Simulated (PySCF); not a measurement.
H6BClO2Si2, singlet, geometry from GFN2-xTB; PySCF with CASCI(4,3)+NEVPT2/STO-3G.

Input for PySCF:
```python
from pyscf import gto, scf, mcscf, mrpt
import numpy

mol = gto.M(
    atom='''
Si    1.26555662    0.67226708    0.11512090
Cl    3.02108132   -0.34625817    0.20367630
Si   -0.50527505   -0.80279795   -0.10036418
B    -2.26707910    0.08295621   -0.14618235
O    -2.26134007    1.43260774   -0.10225302
O    -3.48490626   -0.51928509   -0.21881471
H     1.25221387    1.48985832    1.33174361
H     1.43758985    1.60753749   -1.00020716
H    -0.30030726   -1.65701513   -1.29350961
H    -0.44222187   -1.82490035    0.97086913
H    -3.12604615    1.84990374   -0.12743477
H    -3.51818681   -1.47292513   -0.25109871
''',
    basis='sto-3g',
    verbose=3,
)

mf = scf.RHF(mol)
mf.kernel()
mc = mcscf.CASCI(mf, 3, 4)
mc.fix_spin_(ss=0.0)
mc.kernel()
occ = numpy.linalg.eigvalsh(mc.fcisolver.make_rdm1(mc.ci, mc.ncas, mc.nelecas))[::-1]
ss = mc.fcisolver.spin_square(mc.ci, mc.ncas, mc.nelecas)[0]
print('natural occupations', occ.round(4), ' <S^2>', round(ss, 4))
e2 = mrpt.NEVPT(mc).kernel()
print('E(NEVPT2) = %.10f' % (mc.e_tot + e2))
```

Output, abridged:

```
converged SCF energy = -1201.51347267507
CASCI E = -1201.51351405782  E(CI) = -3.05757213872539  S^2 = 0.0000000
natural occupations [2.0000e+00 1.9999e+00 1.0000e-04]  <S^2> 0.0

WARN: Active orbitals [0] (occs = [1.99999993]) are canonicalized with core orbitals

Sr    (-1)',   E = -0.00002435857035
Si    (+1)',   E = -0.00025203913219
Sijrs (0)  ,   E = -0.13050148859678
Sijr  (+1) ,   E = -0.03766934022747
Srsi  (-1) ,   E = -0.01884876699142
Srs   (-2) ,   E = -0.00334763015942
Sij   (+2) ,   E = -0.00634275957071
Sir   (0)' ,   E = -0.00172422831336
Nevpt2 Energy = -0.198710611561698
E(NEVPT2) = -1201.7122246694
```
